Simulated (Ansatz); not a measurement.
Mulliken charges of `O/C(F)=C\Br` from ωB97M-V/def2-TZVPP in Ansatz (PBE0-D4/def2-TZVP geometry).

| atom | x (Å) | y (Å) | z (Å) | charge (e) |
| --- | --- | --- | --- | --- |
| O1 | -0.704 | -0.266 | 1.308 | -0.234 |
| C2 | 0.172 | -0.510 | 0.348 | 0.301 |
| F3 | 0.868 | -1.592 | 0.626 | -0.162 |
| C4 | 0.396 | 0.172 | -0.771 | -0.176 |
| Br5 | -0.614 | 1.710 | -1.137 | -0.055 |
| H6 | -1.196 | 0.534 | 1.071 | 0.207 |
| H7 | 1.140 | -0.117 | -1.493 | 0.119 |

Problem. By hand: the dipole of these point charges (1 e Å = 4.8032 D).

Solution. Σ q r = (-0.072, 0.139, -0.060) e Å, of length 0.168 e Å = 0.81 D.

Problem. How does the dipole of the full density compare? (Best estimate.)

Solution. The calculation gave: (-0.074, 0.149, -0.069) e Å, 0.87 D; the point charges give 0.93 times that, at 2° from its direction.

Point charges leave out the atoms' own dipoles, such as those of lone pairs, and Mulliken's split depends on the basis, so the close match here is no proof of good charges.
